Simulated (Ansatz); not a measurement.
```yaml
crystal:
  periodic: [false, false, false]
  atoms:
    - {symbol: Ti, position_ang: [0.003937, -0.002318, 0.002565]}
    - {symbol: F, position_ang: [0.457685, -0.880425, -1.464956]}
    - {symbol: F, position_ang: [-1.177187, -0.698953, 1.120666]}
    - {symbol: F, position_ang: [0.715576, 1.581696, 0.341724]}
basis:
  gaussian: {orbitals: def2-mTZVPP}
total_charge: -1
hamiltonian: {xc: {name: wB97X-V}}
scf: {lower_state_search: light}
```

```sh
$ ansatz run in.yaml --threads 2 --pin off --events-out ev --progress --plain --max-ram 4352MiB
```

Shortened log:

```
Functional definition: wB97X-V
  name "wB97X-V"
  cite "Mardirossian & Head-Gordon, Phys. Chem. Chem. Phys. 16, 9904 (2014) doi:10.1039/C3CP54374A"
  cite "Becke, J. Chem. Phys. 107, 8554 (1997) doi:10.1063/1.475007"
  cite "Vydrov & Van Voorhis, J. Chem. Phys. 133, 244103 (2010) doi:10.1063/1.3521275"
  parameter omega = 0.3/bohr
  parameter cx = 0.167
  parameter cx1 = 0.603
  parameter cx2 = 1.194
  parameter css0 = 0.556
  parameter css1 = -0.257
  parameter cos0 = 1.219
  parameter cos1 = -1.850
  parameter b = 6.0
  parameter c = 0.01
  exchange = spin_sum(e_x_unif_sr(omega)*poly(b97_u_x, 1 - cx, cx1, cx2)) + cx*exact_x_sr(omega) + exact_x_lr(omega)
  correlation = spin_sum(e_c_pw_same_spin*poly(b97_u_same, css0, css1))
      + integral(e_c_pw_opposite_spin*poly(b97_u_opposite, cos0, cos1)) + vv10(b, c)
847 factors; their error is unknown
225 factors; integrals over basis functions are off by at most 4.7e-6 eV
mean field evaluation 1: about -31263.9618 eV, gradient 3.9e1 eV
mean field evaluation 2: about -31244.8868 eV, gradient 1.3e2 eV
mean field evaluation 4: about -31268.9829 eV, gradient 7.6e0 eV
mean field evaluation 8: about -31269.2365 eV, gradient 1.1e-1 eV
mean field evaluation 16: about -31269.2366 eV, gradient 2.0e-4 eV
mean field -31269.23657361 eV, -1149.1232490305 hartree, gradient 5.1e-5 eV, S^2 0.000000; 0 other end points of the search recorded, 0 dependent functions left out
reference -31269.23657138 eV, -1149.1232489486 hartree; 25, 25 occupied and 80, 80 virtual orbitals, 847 factors
Total energy: -31269.23657138 eV, -1149.1232489486 hartree
```

Hardware: 2 threads of Intel Xeon Platinum 8488C on a shared host. Wall time 7 s.

The highest occupied level of an anion often lies above zero with these methods, and sets without diffuse functions describe the outer electron poorly.
